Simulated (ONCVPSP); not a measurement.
**P: excitation energies, all-electron against ONCV**

| Property | Result |
| --- | --- |
| Element | phosphorus (P) |
| Generator | ONCVPSP 4.0.1 |
| Type | optimised norm-conserving Vanderbilt (ONCV) |
| Functional | LDA (Perdew-Zunger) |
| Relativity | non-relativistic |
| Frozen core | [Ne] |
| Valence charge | 5 |
| Reference configuration | 3s2 3p2 (charge +1) |
| Partial waves | 3s: rc 1.60 bohr, ncon 3, nbas 6, qcut 3.2 1/bohr, 3 projectors, debl 0.7 Ha; 3p: rc 1.55 bohr, ncon 4, nbas 7, qcut 6.3 1/bohr, 2 projectors, debl 3.7 Ha |
| Local potential | polynomial inside 1.10 bohr (lpopt 5, dvloc0 2 Ha) |
| Core correction | Teter function, fcfact 2, rcfact 1.5 |

In the s channel the program set the typed energies aside and used -0.854, 0.250, 0.950 Ha.

Energies are relative to the spin-unpolarised reference configuration 3s2 3p2; without spin polarisation the order of configurations can differ from experiment.

```json
{"valence configuration": "3s2 3p3", "charge": "0", "ΔE all-electron (eV)": "-9.833", "error AE − PS (meV)": "+2.5"}
{"valence configuration": "3s2 3p0", "charge": "+3", "ΔE all-electron (eV)": "49.167", "error AE − PS (meV)": "+61"}
```

(1) What are ΔE and the potential's error for 3s2 3p1?

(2) What are ΔE and the potential's error for 3s1 3p4?

Note: ghosts flagged at negative energy: s at -2164.6 eV; GHOST(+) flagged for s at 179.8 eV. A true bound ghost makes a file unfit for plane-wave use.

Answers

(1) ΔE = 19.262 eV all-electron; the error (AE − PS) is +9.3 meV.

(2) ΔE = -1.426 eV all-electron; the error (AE − PS) is +0.8 meV.
